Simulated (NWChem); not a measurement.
System: C2H3ClO2Si; SMILES O1[Si@](C=C1)(Cl)O

```xyz
9

O     -1.8950     0.3584    -0.0046
Si    -0.2956    -0.0072    -0.0817
Cl     0.6616     1.8024     0.0152
C      0.4068    -1.3501    -1.1197
C      0.7028    -1.9129     0.0684
O      0.2572    -1.1128     1.1255
H     -2.5011    -0.3981    -0.0091
H      0.6283    -1.6950    -2.1178
H      1.2094    -2.8325     0.3529
```
Atoms are numbered in this order, from 1.

Computed with NWChem. Geometry: optimised at B3LYP/6-31G* (spherical d). Level B3LYP/def2-SVP: energy and gradient on several grids; changes count from the extra-fine grid, which is no exact limit either.

```tsv
grid	size of the energy change (μHa)	largest change of a gradient component (μHa/bohr)	time, medium = 1 (rough)
xcoarse	500	4000	about 1
coarse	< 10	100	about 1
medium	< 10	< 30	about 1
fine	< 10	< 30	about 1
xfine	< 10	< 30	2
```
